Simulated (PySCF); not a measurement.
# How methods differ on the excitation energy of C²⁺

C²⁺ [He] 2s2 (1S) → C²⁺ [He] 2s1 3s1 (3S), as a difference of total energies. All numbers are calculated (PySCF 2.14, the non-relativistic Hamiltonian (point nucleus), in aug-cc-pVTZ with one added diffuse shell each of s, p, d, f type (6s5p4d3f, 62 functions)). Correlated levels: valence: 1s2 frozen. The calculations carry no spin-orbit coupling.

| method | excitation energy (eV) |
| --- | --- |
| UHF | 27.908 |
| LDA | 28.595 |
| PBE | 28.669 |
| r2SCAN | 28.611 |
| BLYP | 28.864 |
| wB97M-V | 28.745 |
| TPSSh | 28.878 |
| MP2 (valence) | 28.959 |
| SCS-MP2 (valence) | 29.276 |

Task: Estimate what PBE0 gives.

Result: 28.699 eV, closest to PBE among the rows shown.

Task: Estimate what B3LYP gives.

Result: 28.924 eV, closest to MP2 (valence) among the rows shown.

The promoted electron is Rydberg-like, and one or two diffuse shells describe it only roughly, which tends to raise the upper state.
